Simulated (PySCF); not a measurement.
# EPR parameters of C2H12NSi3

C2H12NSi3 (doublet state).
Structure used (GFN2-xTB), in Å, numbered top down from 1:
```
atom  x, y, z in Å
C1    -3.196   -0.484    0.464
N2    -2.334    0.664    0.362
Si3   -0.897    0.679   -0.593
Si4    0.421   -0.939    0.331
C5     2.259   -0.875   -0.199
Si6    3.146    0.760    0.172
H7    -3.799   -0.426    1.373
H8    -3.875   -0.585   -0.393
H9    -2.580   -1.381    0.515
H10   -2.865    1.521    0.394
H11   -0.381    2.036   -0.375
H12   -1.194    0.603   -2.048
H13    0.037   -2.365    0.168
H14    2.799   -1.691    0.281
H15    2.315   -1.069   -1.272
H16    3.102    1.018    1.613
H17    4.548    0.690   -0.256
H18    2.487    1.851   -0.550
```

The hyperfine couplings belong to this conformer and change with its torsions.

The species is `C([SiH3])[SiH][SiH2]NC` [radical].

The calculation used PySCF 2.14.0, UKS B3LYP, pcH-1 on C H N Si, non-relativistic, mean-field spin-orbit, GIAO. One conformer (not necessarily the lowest) at the GFN2-xTB geometry, without solvent, vibrations or thermal averaging. Couplings are sensitive to structure, and on GFN2-xTB geometries they can be far from those on DFT ones, by a factor of two or more for some ions and for spin on atoms past the first row. No stability test was run, so a lower SCF solution isn't excluded.

* g1, g2, g3: 2.00201, 2.00393, 2.00529
* g_iso: 2.00374
* Form of g: rhombic: the two nearest values differ by 41 % of g3 − g1
* ⟨S²⟩: 0.7521 (exact 0.7500)
* α and β electrons: 37, 36
* HOMO–LUMO gap, α and β orbitals: 5.06, 3.59 eV
* Basis functions: 300

Isotropic coupling and dipolar principal values T1 to T3, in MHz:

```json
{"atom": "C1", "isotope": "13C", "a_iso": "0.0", "of which spin–orbit": "0.0", "T1": "-0.3", "T2": "-0.3", "T3": "0.7", "Mulliken spin population": "0.00"}
{"atom": "N2", "isotope": "14N", "a_iso": "1.0", "of which spin–orbit": "0.0", "T1": "-0.3", "T2": "-0.1", "T3": "0.4", "Mulliken spin population": "0.00"}
{"atom": "Si3", "isotope": "29Si", "a_iso": "-25.1", "of which spin–orbit": "0.1", "T1": "-10.0", "T2": "3.5", "T3": "6.4", "Mulliken spin population": "0.02"}
{"atom": "Si4", "isotope": "29Si", "a_iso": "-410.9", "of which spin–orbit": "1.0", "T1": "-170.1", "T2": "84.3", "T3": "85.8", "Mulliken spin population": "0.96"}
{"atom": "C5", "isotope": "13C", "a_iso": "8.7", "of which spin–orbit": "0.0", "T1": "-3.0", "T2": "-2.9", "T3": "5.9", "Mulliken spin population": "-0.02"}
{"atom": "Si6", "isotope": "29Si", "a_iso": "-8.2", "of which spin–orbit": "0.0", "T1": "-1.3", "T2": "0.4", "T3": "0.8", "Mulliken spin population": "0.00"}
{"atom": "H7", "isotope": "1H", "a_iso": "0.0", "of which spin–orbit": "0.0", "T1": "-1.0", "T2": "-0.8", "T3": "1.8", "Mulliken spin population": "0.00"}
{"atom": "H8", "isotope": "1H", "a_iso": "-0.1", "of which spin–orbit": "0.0", "T1": "-0.9", "T2": "-0.7", "T3": "1.6", "Mulliken spin population": "0.00"}
{"atom": "H9", "isotope": "1H", "a_iso": "0.1", "of which spin–orbit": "0.0", "T1": "-2.4", "T2": "-1.8", "T3": "4.2", "Mulliken spin population": "0.00"}
{"atom": "H10", "isotope": "1H", "a_iso": "-1.5", "of which spin–orbit": "0.0", "T1": "-1.4", "T2": "-0.7", "T3": "2.2", "Mulliken spin population": "0.00"}
{"atom": "H11", "isotope": "1H", "a_iso": "-3.4", "of which spin–orbit": "0.0", "T1": "-2.4", "T2": "-1.2", "T3": "3.6", "Mulliken spin population": "0.00"}
{"atom": "H12", "isotope": "1H", "a_iso": "58.9", "of which spin–orbit": "0.0", "T1": "-2.5", "T2": "-0.1", "T3": "2.6", "Mulliken spin population": "0.03"}
{"atom": "H13", "isotope": "1H", "a_iso": "23.9", "of which spin–orbit": "0.0", "T1": "-9.6", "T2": "1.5", "T3": "8.1", "Mulliken spin population": "-0.01"}
{"atom": "H14", "isotope": "1H", "a_iso": "3.8", "of which spin–orbit": "0.0", "T1": "-3.4", "T2": "-2.2", "T3": "5.7", "Mulliken spin population": "0.00"}
{"atom": "H15", "isotope": "1H", "a_iso": "62.5", "of which spin–orbit": "0.0", "T1": "-4.0", "T2": "0.5", "T3": "3.5", "Mulliken spin population": "0.02"}
{"atom": "H16", "isotope": "1H", "a_iso": "-0.2", "of which spin–orbit": "0.0", "T1": "-1.9", "T2": "-1.5", "T3": "3.4", "Mulliken spin population": "0.00"}
{"atom": "H17", "isotope": "1H", "a_iso": "-0.7", "of which spin–orbit": "0.0", "T1": "-0.9", "T2": "-0.7", "T3": "1.5", "Mulliken spin population": "0.00"}
{"atom": "H18", "isotope": "1H", "a_iso": "0.2", "of which spin–orbit": "0.0", "T1": "-1.3", "T2": "-1.2", "T3": "2.5", "Mulliken spin population": "0.00"}
```

The largest Mulliken spin population is on Si4 (+0.96). The angles at Si4 add up to 338.3°, so it is pyramidal.

Axes: g2 points within 12° of the Si3–Si4 bond.

Under fast tumbling the dipolar parts average out, and these isotropic splittings remain: 2 × 1H (H14/H15, I = 1/2, 3 lines) with 1.18 mT, 2 × 1H (H11/H12, I = 1/2, 3 lines) with 0.99 mT, 1 × 1H (H13, I = 1/2, 2 lines) with 0.85 mT, 1 × 1H (H10, I = 1/2, 2 lines) with 0.05 mT and 1 × 14N (N2, I = 1, 3 lines) with 0.03 mT.

Means are taken over nuclei equivalent by connectivity, which assumes that they swap fast. The 1H value of +27.7 MHz is a mean of couplings from -3.4 to 58.9 MHz in this one geometry, not an average over conformers. The 1H value of +33.2 MHz is a mean of couplings from 3.8 to 62.5 MHz in this one geometry, not an average over conformers.

The 29Si coupling of Si4 (-410.9 MHz) shows only in satellite lines or after enrichment, since that isotope makes up about 4.7 % of natural silicon.

The 13C coupling of C5 (8.7 MHz) shows only in satellite lines or after enrichment, since that isotope makes up about 1.07 % of natural carbon.
